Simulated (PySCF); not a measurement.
## Radial density of Rh²⁺ (rhodium, charge +2)

BLYP, [Kr] 4d7, high-spin 4F determinant. All numbers are calculated (PySCF 2.14, scalar relativity by spin-free X2C-1e, in aug-cc-pwCVTZ-DK).

```json
{"r (bohr)": "0.0268", "4πr²ρ (e/bohr)": "56.32", "4πr²(ρα − ρβ)": "-0.0009"}
{"r (bohr)": "0.0450", "4πr²ρ (e/bohr)": "48.56", "4πr²(ρα − ρβ)": "0.0016"}
{"r (bohr)": "0.0757", "4πr²ρ (e/bohr)": "63.92", "4πr²(ρα − ρβ)": "0.0348"}
{"r (bohr)": "0.127", "4πr²ρ (e/bohr)": "65.65", "4πr²(ρα − ρβ)": "0.2302"}
{"r (bohr)": "0.214", "4πr²ρ (e/bohr)": "47.25", "4πr²(ρα − ρβ)": "0.5713"}
{"r (bohr)": "0.360", "4πr²ρ (e/bohr)": "52.72", "4πr²(ρα − ρβ)": "0.2132"}
{"r (bohr)": "0.606", "4πr²ρ (e/bohr)": "16.66", "4πr²(ρα − ρβ)": "0.3913"}
{"r (bohr)": "1.02", "4πr²ρ (e/bohr)": "15.13", "4πr²(ρα − ρβ)": "2.3338"}
{"r (bohr)": "1.72", "4πr²ρ (e/bohr)": "4.912", "4πr²(ρα − ρβ)": "1.4231"}
{"r (bohr)": "2.88", "4πr²ρ (e/bohr)": "0.4566", "4πr²(ρα − ρβ)": "0.1638"}
{"r (bohr)": "4.85", "4πr²ρ (e/bohr)": "0.006949", "4πr²(ρα − ρβ)": "0.0019"}
```

Densities and radii are taken from the X2C orbitals without a picture-change correction, which distorts them close to the nucleus.
